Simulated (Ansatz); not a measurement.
Molecule: fluoroethane, C2H5F (charge 0, singlet). SMILES: CCF
Geometry: optimised at B3LYP-D3(BJ)/def2-TZVP (Ansatz, a quantum-chemistry and plane-wave program).

Wanted: atomisation energy, in kcal/mol. Conventions: valence correlation only; atomisation electronic, to ground-state atoms; UHF or UKS for open shells; non-relativistic; no dispersion term unless named; spin-orbit terms left out; 6-31G* and kin with 6d, 5d where marked. CBS(X,Y): correlation extrapolated as X^-3; Hartree-Fock from the larger set (for Q and 5 zeta extrapolated as (X+1)exp(-9√X)). Ab initio and DFT rows: single points at B3LYP-D3(BJ) geometries (Ansatz).

```json
[
 {"species": "CCF", "coefficient": "-1", "E at B3LYP/6-31G* (Ansatz), Eh": "-179.05626", "E at wB97M-V/def2-TZVPD (Ansatz), Eh": "-179.05853"},
 {"species": "C atom", "coefficient": "+2", "E at B3LYP/6-31G* (Ansatz), Eh": "-37.84628", "E at wB97M-V/def2-TZVPD (Ansatz), Eh": "-37.84643"},
 {"species": "F atom", "coefficient": "+1", "E at B3LYP/6-31G* (Ansatz), Eh": "-99.71553", "E at wB97M-V/def2-TZVPD (Ansatz), Eh": "-99.74647"},
 {"species": "H atom", "coefficient": "+5", "E at B3LYP/6-31G* (Ansatz), Eh": "-0.50027", "E at wB97M-V/def2-TZVPD (Ansatz), Eh": "-0.49411"}
]
```

Coupled cluster (Ansatz) is a level with limits of its own, used here on species with T1 under 0.025 (0.045 for open shells) and stable references: CCSD(T)/CBS(cc-pVQZ,cc-pV5Z). Value to compare with, CCSD(T)/CBS(cc-pVQZ,cc-pV5Z) (Ansatz): 719.4 kcal/mol. 1 Eh = 627.5095 kcal/mol.

Q: Work the quantity out at each level, and compare with CCSD(T)/CBS(cc-pVQZ,cc-pV5Z) (Ansatz).

A: 
- B3LYP/6-31G*: the sum of coefficient times E is 1.14682 Eh, or 719.64 kcal/mol. Result: 719.6 kcal/mol. Its difference against CCSD(T)/CBS(cc-pVQZ,cc-pV5Z) (Ansatz) is 0.2 kcal/mol.
- wB97M-V/def2-TZVPD: the sum of coefficient times E is 1.14865 Eh, or 720.79 kcal/mol. Result: 720.8 kcal/mol. Its difference against CCSD(T)/CBS(cc-pVQZ,cc-pV5Z) (Ansatz) is 1.4 kcal/mol.
